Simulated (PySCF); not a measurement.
# $^{15}$N chemical shifts

- coordinates at the GFN2-xTB level
- shielding tensors at PBE0/pcSseg-1 (GIAO)
- program: PySCF 2.14
- no relativistic terms, rapidly exchanging positions averaged, isolated molecule, one conformer

Shieldings were converted by a linear fit to measured shifts: $^{15}$N (scatter 6.3 ppm rms vs CH3NO2, solution or neat liquid). Occasional misses reach two or three times the rms, and more in compound classes unlike the fitted ones.

(1) Give the $^{15}$N shifts of `c1cc(P2CCC2)ccn1`.

(2) Order these by $^{15}$N shift, lowest first.
A. C=N[SiH2]O[SiH3]
B. FCC1=NC1
C. Cc1cccc(Cl)c1N
D. Cc1cpc(C2CC2)cn1
E. O=CN[SiH2][SiH3]

Results:

(1) 
| compound | environment | δ (ppm) |
| --- | --- | --- |
| c1cc(P2CCC2)ccn1 | pyridine-type ring nitrogen | -68.5 |

(2) C (-326.6 ppm, aniline-type nitrogen), E (-283.1 ppm, amide-type nitrogen), B (-102.3 ppm, imine nitrogen), D (-64.0 ppm, pyridine-type ring nitrogen), A (4.1 ppm, imine nitrogen).
